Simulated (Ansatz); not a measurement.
Program: Ansatz. Geometries: PBE0-D4/def2-TZVP. ΔE: electronic, gas phase. CCSD(T)/CBS adds triple-zeta CCSD(T) − MP2 to the extrapolated MP2 energy (def2 sets, frozen cores). Functionals use def2-TZVPP.

Reaction (ligand exchange at the Al–C bond): `C[C]1([AlH2])C=C1` + silanol → `[AlH2][O][SiH3]` + `CC1C=C1`

```csv
level,ΔE (kcal/mol)
PBE-D4,-40.1
HF/def2-QZVPP,-50.2
```

(1) What does CCSD(T)/CBS give? (Best estimate.)

Largest T1 diagnostic among the species: 0.012.

## Answers

(1) Ansatz gave: -43.2 kcal/mol. The listed levels differ from it by 3.1, -7.0 kcal/mol.

In def2-TZVPP, CCSD(T) changes the Hartree–Fock value by +6.3 kcal/mol (the triples alone add +1.3 kcal/mol) and MP2 by +6.5 kcal/mol. From PBE to PBE0 (25 % exact exchange), in def2-TZVPP and without D4, ΔE moves by −1.7 kcal/mol.
